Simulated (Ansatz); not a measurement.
Species: SiH₂S₂, charge 0, singlet. SiH2S2 (SMILES S[Si]S).
B3LYP-D3(BJ)/def2-TZVP minimum from Ansatz (an electronic-structure program):
```
Si
S 1 2.1570
H 2 1.3451 1 94.99
S 1 2.1615 2 98.46 3 -180.00
H 4 1.3469 1 101.50 2 0.00
```

Total energies in cc-pV(D+d)Z, 18 correlated electrons, 15 frozen orbitals. UHF or UKS for unpaired electrons; spin-orbit terms are left out. Correlated methods leave the cores frozen. No relativity.

```json
[
 {"method": "HF", "program": "Ansatz", "energy (Eh)": "-1085.20425", "minus CCSDT(Q) (mEh)": "413.96"},
 {"method": "MP2", "program": "Ansatz", "energy (Eh)": "-1085.55552", "minus CCSDT(Q) (mEh)": "62.69"},
 {"method": "CCSD", "program": "Ansatz", "energy (Eh)": "-1085.60150", "minus CCSDT(Q) (mEh)": "16.71"},
 {"method": "CCSD(T)", "program": "Ansatz", "energy (Eh)": "-1085.61561", "minus CCSDT(Q) (mEh)": "2.60"},
 {"method": "CCSDT(Q)", "program": "Ansatz", "energy (Eh)": "-1085.61821", "minus CCSDT(Q) (mEh)": "0.00"}
]
```

Rough core times of Ansatz's runs on a shared machine: CCSD(T) under 20 s, CCSDT(Q) 3 min.
